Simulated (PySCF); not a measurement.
**Diatomics of I with group 15**

CCSD(T) with double-zeta basis sets in PySCF, for the lowest determinant that a PBE0 search found; no spin–orbit coupling. De refers to high-spin ground-configuration atoms.

```
 M       basis  reference, frozen orbitals  state (unpaired electrons)  Re (Å)  ωe (cm⁻¹)  De (eV)
 P  x2c-SVPall                     UHF, 23              triplet (π ↑↑)   2.441        342     1.79
As  cc-pVDZ-PP                      UHF, 8              triplet (π ↑↑)   2.550        242     1.74
Sb    def2-SVP                      UHF, 8              triplet (π ↑↑)   2.748        198     1.75
```

The shortest bond is that of PI (2.441 Å), the longest that of SbI (2.748 Å).

The rows differ in basis set, which adds steps of its own.

Down a group the atoms grow and get heavier, so bonds lengthen and wavenumbers fall; this series shows no clear exception.

Correlated steps freeze the inner cores (8 to 23 orbitals); shallow outer-core shells are correlated. Correlated levels converge slowly with the basis: in double zeta they bind strong bonds too weakly, by up to about 1 eV, and carry superposition errors of some tenths. These are scalar-relativistic numbers at best; spin–orbit coupling would shift them, the dissociation energy most. States were picked by a PBE0 search and need not be the measured ground states.
